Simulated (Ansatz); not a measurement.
A nudged elastic band was laid between two geometries of Ge2H6 + H (9 atoms, charge 0, multiplicity 2).

Method: UKS PBE0/def2-SVP (Ansatz).

```json
{
  "movable images": "7",
  "climbing image": "from the first iteration",
  "spring": "5.0 eV/Å²",
  "optimiser": "fire",
  "start path": "through a guess of the saddle point",
  "force threshold": "0.05 eV/Å",
  "iteration limit": "60",
  "end points": "relaxed"
}
```

First end point:

```xyz
9
Properties=species:S:1:pos:R:3
Ge 0.015 0.004 -0.202
H -0.310 -0.298 1.274
H 1.537 0.197 -0.341
Ge -1.151 1.999 -0.931
H -2.673 1.808 -0.790
H -0.726 3.211 -0.080
H -0.830 2.299 -2.408
H -0.406 -1.208 -1.055
H 0.023 -0.176 4.348
```

Last end point:

```xyz
9
Properties=species:S:1:pos:R:3
Ge -0.069 -0.137 -0.548
H -0.104 -0.119 2.903
H 1.466 -0.015 -0.414
Ge -1.171 1.977 -0.981
H -2.693 1.755 -1.028
H -0.842 2.962 0.154
H -0.719 2.595 -2.320
H -0.402 -1.230 -1.589
H 0.012 0.048 3.637
```

**Question.** What changes between the two ends?

**Answer.** Bonds broken: Ge1–H2. Bonds formed: H2–H9. Ge2H6 + H becomes Ge2H5 + H2.

**Question.** Give the energies along the band, and the barrier.

**Answer.** The forces met the threshold. The highest image is number 3 of 0 to 8, 5.6 kJ/mol above the first end and 83.7 kJ/mol above the last; the last end lies 78.1 kJ/mol below the first. The order of the point at the top wasn't checked.

```tsv
image	path coordinate (Å)	energy (kJ/mol)	Ge1–H2 (Å)	H2–H9 (Å)
0	0.00	0.0	1.54	3.09
1	0.53	0.6	1.54	2.59
2	1.05	2.6	1.54	2.10
3	1.58	5.6	1.57	1.57
4	2.04	-36.0	1.96	0.93
5	2.49	-67.6	2.42	0.77
6	2.95	-74.5	2.75	0.77
7	3.41	-77.4	3.09	0.76
8	3.88	-78.1	3.45	0.76
```

**Question.** What is the geometry of the highest image?

**Answer.** 
```xyz
9
Properties=species:S:1:pos:R:3
Ge 0.007 -0.002 -0.015
H -0.066 -0.075 1.550
H 1.493 0.034 -0.420
Ge -1.141 1.976 -0.821
H -2.632 1.670 -1.051
H -1.023 3.122 0.200
H -0.521 2.438 -2.153
H -0.634 -1.274 -0.600
H -0.006 -0.051 3.123
```

The band took 36 iterations and about 23 core-minutes.

Time of the run: 6.3 min on 4 threads of AMD EPYC 7B13 (Zen 3), with other jobs on the host, peak memory 0.36 GiB.
